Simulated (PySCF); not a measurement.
Orbital picture of GaF⁺

PBE0 at R = 1.709 Å; basis Ga cc-pVTZ-PP with ECP10, F cc-pVTZ; scalar-relativistic core potentials; PySCF 2.14. State: ²Σ⁺ (doublet), unpaired electrons σ ↑. Only the outer orbitals are listed, counted within each symmetry, core potentials removing the inner ones.

```
spin  orbital  occ.  ε (eV)  on Ga (%)           main shells (%)
   α       6σ     1  -21.23         32           65 F p, 28 Ga s
   α       3π     1  -18.70          7                    93 F p
   α       3π     1  -18.70          7                    93 F p
   α       7σ     1  -16.76         81  63 Ga s, 19 F p, 18 Ga p
   α       4π     0   -8.61         97                   95 Ga p
   α       4π     0   -8.61         97                   95 Ga p
   α       8σ     0   -5.81         97          74 Ga p, 16 Ga d
   β       6σ     1  -19.88         35           62 F p, 30 Ga s
   β       3π     1  -18.50          7                    93 F p
   β       3π     1  -18.50          7                    93 F p
   β       7σ     0  -13.00         80  65 Ga s, 20 F p, 14 Ga p
   β       4π     0   -7.63         97                   96 Ga p
   β       4π     0   -7.63         97                   96 Ga p
```

Question: Which are the highest filled and the lowest empty level, where do they sit, and how wide is the gap?

Answer: Highest filled α 7σ at -16.76 eV (in %: 63 Ga s, 19 F p, 18 Ga p); lowest empty β 7σ at -13.00 eV (in %: 65 Ga s, 20 F p, 14 Ga p); the gap at PBE0 is 3.76 eV.

The bond order (Mayer) is 1.26. The ⟨S²⟩ is 0.754, the charge on Ga (Mulliken, basis-dependent) is 1.18 and the charge on Ga (Löwdin, basis-dependent) is 0.98. The dipole moment (positive dipole points towards F; it is taken about the centre of mass and depends on that origin) is -3.59 D. The polarisability along the bond is 23.7 bohr³ and the polarisability across the bond is 16.9 bohr³.

Spin–orbit coupling is left out. The state is the lowest determinant that a PBE0 search found; another state may lie lower at other levels.
